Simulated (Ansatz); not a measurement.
A structure relaxed at PBE0-D4/def2-TZVP, charge 0, multiplicity 1:

```csv
atom,x (Å),y (Å),z (Å)
C1,-0.547,1.537,-0.602
Si2,0.512,0.042,-0.200
C3,1.279,0.200,1.501
C4,-0.568,-1.513,-0.272
O5,-1.286,-1.651,-1.495
H6,0.048,2.453,-0.562
H7,-1.370,1.644,0.110
H8,-0.970,1.474,-1.608
H9,1.587,-0.072,-1.228
H10,1.890,-0.674,1.741
H11,0.509,0.295,2.272
H12,1.922,1.081,1.559
H13,0.066,-2.401,-0.192
H14,-1.247,-1.548,0.594
H15,-1.824,-0.865,-1.618
```

Question: Give its formula and SMILES.

Answer: C3H10OSi, `C[SiH](C)CO`.

Question: Point group (tolerance 0.08 Å, 0.16 Å for H)?

Answer: C1.

Question: Summarise the bond lengths by kind.

Answer: 3 × C–Si 1.873 to 1.894 Å; 8 × C–H 1.093 to 1.101 Å; 1 × H–Si 1.491 Å; 1 × C–O 1.425 Å; 1 × H–O 0.960 Å.

Computed with Ansatz.
